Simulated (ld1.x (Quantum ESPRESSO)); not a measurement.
**PBE PAW dataset for Ti, scalar-relativistic all-electron reference.**

ld1.x (Quantum ESPRESSO) 7.5 was run on this input:

```
&input
   title='Ti', zed=22., rel=1, dft='PBE', iswitch=3,
   config='[Ar] 3d2 4s1 4p0 4f-2',
   nld=4, rlderiv=2.00, eminld=-7.0, emaxld=5.0, deld=0.02
 /
 &inputp
   pseudotype=3, lpaw=.true., tm=.true., lloc=-1, rcloc=1.65,
   nlcc=.true.,
   which_augfun='PSQ', rmatch_augfun_nc=.true.,
   file_pseudopw='Ti.UPF', file_wfcaegen='ae.wfc', file_wfcncgen='nc.wfc', file_beta='beta', file_chi='chi', file_wfcusgen='us.wfc'
 /
7
3S  1  0   2.00   0.00  1.70  1.85  0.0
4S  2  0   1.00   0.00  1.70  1.85  0.0
3P  2  1   6.00   0.00  1.70  1.85  0.0
4P  3  1   0.00   0.00  1.70  1.85  0.0
3D  3  2   2.00   0.00  1.00  1.35  0.0
3D  3  2   0.00  -0.25  1.00  1.35  0.0
4F  4  3  -2.00   0.40  1.55  1.65  0.0
 &test
   configts(1)='3s2 3p6 3d2 4s1 4p0'
 /
```

Command:

```bash
ld1.x < Ti.in > Ti.out
```

The program printed (shortened: banner, matrices, multipoles, cross overlaps and the repeated all-electron block are left out):

```
Program LD1 v.7.5

     !!!!!!!!!!!!!!!!!!! WARNING !!!!!!!!!!!!!!!!!!!!!!!
     Message from routine ld1_readin:
     US requires at least two energies per channel 4F
     !!!!!!!!!!!!!!!!!!!!!!!!!!!!!!!!!!!!!!!!!!!!!!!!!!!
     --------------------------- All-electron run ----------------------------

     Ti
     scalar relativistic calculation

     atomic number is 22.00
     dft =PBE   lsd =0 sic =0 latt =0  beta=0.20 tr2=1.0E-14
     Exchange-correlation= PBE
                           (   1   4   3   4   0   0   0)
     mesh =1177 r(mesh) = 100.37945 a.u. xmin = -7.00 dx = 0.01250
     1 Ry =  13.60569312 eV, c = 137.03599908

     n l     nl                  e(Ry)          e(Ha)          e(eV)
     1 0     1S 1( 2.00)      -358.3996      -179.1998     -4876.2746
     2 0     2S 1( 2.00)       -39.9965       -19.9982      -544.1796
     2 1     2P 1( 6.00)       -33.1857       -16.5929      -451.5150
     3 0     3S 1( 2.00)        -5.1389        -2.5694       -69.9180
     3 1     3P 1( 6.00)        -3.3921        -1.6960       -46.1517
     3 2     3D 1( 2.00)        -0.8355        -0.4178       -11.3676
     4 0     4S 1( 1.00)        -0.7608        -0.3804       -10.3506
     4 1     4P 1( 0.00)        -0.4855        -0.2427        -6.6054

     final scf error:  1.1E-15 reached in  22 iterations

     Etot =   -1706.591160 Ry,    -853.295580 Ha,  -23219.355615 eV

     Ekin =    1720.988062 Ry,     860.494031 Ha,   23415.235435 eV
     Encl =   -4046.328095 Ry,   -2023.164047 Ha,  -55053.098335 eV
     Eh   =     702.271483 Ry,     351.135742 Ha,    9554.890290 eV
     Exc  =     -83.522610 Ry,     -41.761305 Ha,   -1136.383006 eV

     normalization and overlap integrals

     s(1S/1S) =  1.000000  <r> =   0.0696  <r2> =    0.0065  r(max) =   0.0455
     s(2S/2S) =  1.000000  <r> =   0.3249  <r2> =    0.1248  r(max) =   0.2682
     s(2P/2P) =  1.000000  <r> =   0.2899  <r2> =    0.1037  r(max) =   0.2196
     s(3S/3S) =  1.000000  <r> =   1.0073  <r2> =    1.1705  r(max) =   0.8685
     s(3P/3P) =  1.000000  <r> =   1.0858  <r2> =    1.3890  r(max) =   0.9016
     s(3D/3D) =  1.000000  <r> =   1.5190  <r2> =    3.0301  r(max) =   0.9841
     s(4S/4S) =  1.000000  <r> =   3.1899  <r2> =   11.5793  r(max) =   2.7427
     s(4P/4P) =  1.000000  <r> =   3.9472  <r2> =   17.8085  r(max) =   3.3500

     ------------------------ End of All-electron run ------------------------

     --------------------- Generating PAW atomic setup --------------------

      Generating local potential from pseudized AE potential:
      Matching radius rcloc =   1.6500

      Local pseudo, rcloc= 1.664 Estimated cut-off energy=     8.66 Ry

      Computing core charge for nlcc:

       r > 0.52 : true rho core
       r < 0.52 : rho core = a sin(br)/r    a=  22.56  b=   5.13

      Integrated core pseudo-charge :   3.01
      Wfc-us  3S rcutus= 1.839  Estimated cut-off energy=    16.40 Ry
      Wfc-us  4S rcutus= 1.839  Estimated cut-off energy=    33.94 Ry
      Wfc-us  3P rcutus= 1.839  Estimated cut-off energy=    25.04 Ry
      Wfc-us  4P rcutus= 1.839  Estimated cut-off energy=    47.30 Ry
      Wfc-us  3D rcutus= 1.362  Estimated cut-off energy=    60.96 Ry
      Wfc-us  3D rcutus= 1.362  Estimated cut-off energy=    63.15 Ry
      Wfc-us  4F rcutus= 1.664  Estimated cut-off energy=    51.05 Ry

     Required augmentation: PSQ   radius:    1.850000

     Q pseudized with Bessel functions
     Expected ecutrho=     538.6808 due to l1=  2   l2=  3

     Estimated PAW energy = -182.669465 Ryd

     ------------------- End of pseudopotential generation -------------------

     Computing logarithmic derivative in   1.99417
     Computing logarithmic derivative in   1.99417
     Computing the partial wave expansion
     R is outside the sphere for l=    0 j= 0.00
     R is outside the sphere for l=    0 j= 0.00
     R is outside the sphere for l=    1 j= 0.00
     R is outside the sphere for l=    1 j= 0.00
     R is outside the sphere for l=    2 j= 0.00
     R is outside the sphere for l=    2 j= 0.00
     R is outside the sphere for l=    3 j= 0.00

     ---------------------- Testing the pseudopotential ----------------------

     Ti
     scalar relativistic calculation

     atomic number is 22.00   valence charge is 12.00
     dft = SLA  PW   PBX  PBC   lsd =0 sic =0 latt =0  beta=0.20 tr2=1.0E-14
     mesh =1177 r(mesh) = 100.37945 xmin = -7.00 dx = 0.01250

     n l     nl             e AE (Ry)        e PS (Ry)    De AE-PS (Ry)
     1 0     3S   1( 2.00)       -5.13888       -5.13886       -0.00002
     2 1     3P   1( 6.00)       -3.39209       -3.39207       -0.00002
     3 2     3D   1( 2.00)       -0.83550       -0.83549       -0.00001
     2 0     4S   1( 1.00)       -0.76075       -0.76075       -0.00000
     3 1     4P   1( 0.00)       -0.48549       -0.48548       -0.00001

     eps = 2.0E-17  iter =  6

     Etot =   -1706.591160 Ry,    -853.295580 Ha,  -23219.355615 eV
     Etotps =  -182.669462 Ry,     -91.334731 Ha,   -2485.344637 eV

     Ekin =     136.362015 Ry,      68.181007 Ha,    1855.299727 eV
     Encl =    -322.435151 Ry,    -161.217575 Ha,   -4386.953713 eV
     Ehrt =      86.926337 Ry,      43.463169 Ha,    1182.693067 eV
     Ecxc =     -83.522663 Ry,     -41.761331 Ha,   -1136.383718 eV
     (Ecc =      -7.633272 Ry,      -3.816636 Ha,    -103.855951 eV)

     ---------------------- End of pseudopotential test ----------------------
```

Generation and configuration tests took about 2.6 s on one core of a shared server CPU.

Transferability test of the new file with ld1.x, input:

```
&input
   title='Ti', zed=22., rel=1, dft='PBE', iswitch=2,
   config='[Ar] 3d2 4s1 4p0 4f-2'
 /
 &test
   file_pseudo='Ti.UPF', nconf=8,
   configts(1)='3s2 3p6 3d2 4s1 4p0',
   configts(2)='3s2 3p6 3d2 4s2 4p0',
   configts(3)='3s2 3p6 3d2 4s0 4p0',
   configts(4)='3s2 3p6 3d1 4s0 4p0',
   configts(5)='3s2 3p6 3d2 4s0 4p1',
   configts(6)='3s2 3p5 3d2 4s2 4p0',
   configts(7)='3s2 3p6 3d2 4s1 4p1',
   configts(8)='3s2 3p6 3d2 4s0 4p2'
 /
```

```bash
ld1.x < Ti.test.in > Ti.test.out
```

Pseudopotential blocks of its output, shortened (energy terms left out):

```
     ---------------------- Testing the pseudopotential ----------------------

     n l     nl             e AE (Ry)        e PS (Ry)    De AE-PS (Ry)
     1 0     3S   1( 2.00)       -5.13888       -5.13886       -0.00002
     2 1     3P   1( 6.00)       -3.39209       -3.39207       -0.00002
     3 2     3D   1( 2.00)       -0.83550       -0.83549       -0.00001
     2 0     4S   1( 1.00)       -0.76075       -0.76075       -0.00000
     3 1     4P   1( 0.00)       -0.48549       -0.48548       -0.00001

     eps = 2.2E-17  iter =  6

     Etot =   -1706.591160 Ry,    -853.295580 Ha,  -23219.355615 eV
     Etotps =  -182.669462 Ry,     -91.334731 Ha,   -2485.344637 eV

     ---------------------- End of pseudopotential test ----------------------

          ---------------------- Testing the pseudopotential ----------------------

     n l     nl             e AE (Ry)        e PS (Ry)    De AE-PS (Ry)
     1 0     3S   1( 2.00)       -4.60347       -4.60344       -0.00002
     2 1     3P   1( 6.00)       -2.85621       -2.85614       -0.00008
     3 2     3D   1( 2.00)       -0.31302       -0.31292       -0.00009
     2 0     4S   1( 2.00)       -0.32830       -0.32830        0.00000
     3 1     4P   1( 0.00)       -0.10777       -0.10776       -0.00001

     eps = 8.1E-15  iter = 13

     Etot =   -1707.131133 Ry,    -853.565567 Ha,  -23226.702321 eV
     Etotps =  -183.209478 Ry,     -91.604739 Ha,   -2492.691930 eV
     dEtot_ae =      -0.539973 Ry
     dEtot_ps =      -0.540016 Ry,   Delta E=       0.000043 Ry

     ---------------------- End of pseudopotential test ----------------------

          ---------------------- Testing the pseudopotential ----------------------

     n l     nl             e AE (Ry)        e PS (Ry)    De AE-PS (Ry)
     1 0     3S   1( 2.00)       -5.77330       -5.77313       -0.00017
     2 1     3P   1( 6.00)       -4.02515       -4.02508       -0.00008
     3 2     3D   1( 2.00)       -1.44648       -1.44648        0.00000
     2 0     4S   1( 0.00)       -1.24186       -1.24178       -0.00009
     3 1     4P   1( 0.00)       -0.91224       -0.91252        0.00028

     eps = 6.8E-15  iter = 10

     Etot =   -1705.593615 Ry,    -852.796807 Ha,  -23205.783316 eV
     Etotps =  -181.671880 Ry,     -90.835940 Ha,   -2471.771846 eV
     dEtot_ae =       0.997546 Ry
     dEtot_ps =       0.997582 Ry,   Delta E=      -0.000036 Ry

     ---------------------- End of pseudopotential test ----------------------

          ---------------------- Testing the pseudopotential ----------------------

     n l     nl             e AE (Ry)        e PS (Ry)    De AE-PS (Ry)
     1 0     3S   1( 2.00)       -6.98557       -6.98631        0.00074
     2 1     3P   1( 6.00)       -5.21266       -5.21326        0.00060
     3 2     3D   1( 1.00)       -2.54976       -2.55035        0.00059
     2 0     4S   1( 0.00)       -1.94362       -1.94310       -0.00052
     3 1     4P   1( 0.00)       -1.53584       -1.54068        0.00484

     eps = 6.7E-15  iter = 13

     Etot =   -1703.612957 Ry,    -851.806479 Ha,  -23178.835094 eV
     Etotps =  -179.691099 Ry,     -89.845550 Ha,   -2444.821956 eV
     dEtot_ae =       2.978203 Ry
     dEtot_ps =       2.978362 Ry,   Delta E=      -0.000159 Ry

     ---------------------- End of pseudopotential test ----------------------

          ---------------------- Testing the pseudopotential ----------------------

     n l     nl             e AE (Ry)        e PS (Ry)    De AE-PS (Ry)
     1 0     3S   1( 2.00)       -5.22927       -5.22824       -0.00103
     2 1     3P   1( 6.00)       -3.48181       -3.48102       -0.00079
     3 2     3D   1( 2.00)       -0.91683       -0.91643       -0.00039
     2 0     4S   1( 0.00)       -0.81019       -0.80984       -0.00035
     3 1     4P   1( 1.00)       -0.53050       -0.53053        0.00003

     eps = 4.2E-15  iter = 13

     Etot =   -1706.313609 Ry,    -853.156804 Ha,  -23215.579331 eV
     Etotps =  -182.392057 Ry,     -91.196028 Ha,   -2481.570350 eV
     dEtot_ae =       0.277552 Ry
     dEtot_ps =       0.277405 Ry,   Delta E=       0.000147 Ry

     ---------------------- End of pseudopotential test ----------------------

          ---------------------- Testing the pseudopotential ----------------------

     n l     nl             e AE (Ry)        e PS (Ry)    De AE-PS (Ry)
     1 0     3S   1( 2.00)       -5.65228       -5.65467        0.00239
     2 1     3P   1( 5.00)       -3.88201       -3.88397        0.00196
     3 2     3D   1( 2.00)       -1.23972       -1.24056        0.00083
     2 0     4S   1( 2.00)       -0.89058       -0.89074        0.00016
     3 1     4P   1( 0.00)       -0.57505       -0.57563        0.00058

     eps = 7.3E-15  iter = 13

     Etot =   -1703.782791 Ry,    -851.891396 Ha,  -23181.145807 eV
     Etotps =  -179.859670 Ry,     -89.929835 Ha,   -2447.115479 eV
     dEtot_ae =       2.808369 Ry
     dEtot_ps =       2.809791 Ry,   Delta E=      -0.001422 Ry

     ---------------------- End of pseudopotential test ----------------------

          ---------------------- Testing the pseudopotential ----------------------

     n l     nl             e AE (Ry)        e PS (Ry)    De AE-PS (Ry)
     1 0     3S   1( 2.00)       -4.70181       -4.70170       -0.00011
     2 1     3P   1( 6.00)       -2.95446       -2.95440       -0.00006
     3 2     3D   1( 2.00)       -0.40319       -0.40324        0.00004
     2 0     4S   1( 1.00)       -0.38394       -0.38390       -0.00004
     3 1     4P   1( 1.00)       -0.15248       -0.15250        0.00002

     eps = 9.2E-16  iter = 13

     Etot =   -1706.905068 Ry,    -853.452534 Ha,  -23223.626540 eV
     Etotps =  -182.983406 Ry,     -91.491703 Ha,   -2489.616066 eV
     dEtot_ae =      -0.313907 Ry
     dEtot_ps =      -0.313944 Ry,   Delta E=       0.000037 Ry

     ---------------------- End of pseudopotential test ----------------------

          ---------------------- Testing the pseudopotential ----------------------

     n l     nl             e AE (Ry)        e PS (Ry)    De AE-PS (Ry)
     1 0     3S   1( 2.00)       -4.79205       -4.79101       -0.00104
     2 1     3P   1( 6.00)       -3.04438       -3.04358       -0.00079
     3 2     3D   1( 2.00)       -0.48476       -0.48440       -0.00035
     2 0     4S   1( 0.00)       -0.43039       -0.43009       -0.00031
     3 1     4P   1( 2.00)       -0.18992       -0.18991       -0.00001

     eps = 2.1E-15  iter = 14

     Etot =   -1706.669001 Ry,    -853.334501 Ha,  -23220.414691 eV
     Etotps =  -182.747477 Ry,     -91.373739 Ha,   -2486.406097 eV
     dEtot_ae =      -0.077841 Ry
     dEtot_ps =      -0.078016 Ry,   Delta E=       0.000175 Ry

     ---------------------- End of pseudopotential test ----------------------
```
